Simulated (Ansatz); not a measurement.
```xyz
18

C     1.4493   -0.0311    0.2464
C     0.6872    1.2419   -0.2545
C    -0.6824    1.2373    0.1778
C    -1.4994    0.0240   -0.2802
C    -0.6876   -1.2571    0.2254
C     0.7509   -1.2484   -0.2470
H     1.5002   -0.0180    1.2833
H     2.4907   -0.0543   -0.1896
H     0.7348    1.3272   -1.3075
H     1.2742    2.1611    0.1132
H    -1.2413    2.1849   -0.1952
H    -0.6997    1.3080    1.3077
H    -1.5369    0.0567   -1.3243
H    -2.5309    0.0313    0.1979
H    -1.2606   -2.1372   -0.1447
H    -0.7616   -1.2974    1.3973
H     1.1934   -2.1182    0.1611
H     0.8221   -1.3626   -1.3399
```

Basis set: STO-3G (spherical functions). Frozen core: 6 orbitals. Charge 0, multiplicity 1.

Computed with Ansatz (development build ahead of 0.2.0); each method stands on the lowest determinant of its kind that the runs found. Restricted open shells among the atoms or ions are ROHF, correlated in semicanonical orbitals with singles.

**Question.** Give the atomization energy at this shape (free ground-state atoms in the same class of orbitals less the molecule, no zero-point energy) of singlet C6H12 by RHF-MP2, RHF.

**Answer.**

```tsv
method	atomization energy
RHF-MP2	78.92 eV
RHF	72.04 eV
```

Caution: no unrestricted run beside it, a lower state can exist; the shape is not the minimum.

This basis has no polarisation functions and is too small for such energies, which can lie far from measured ones in either direction.
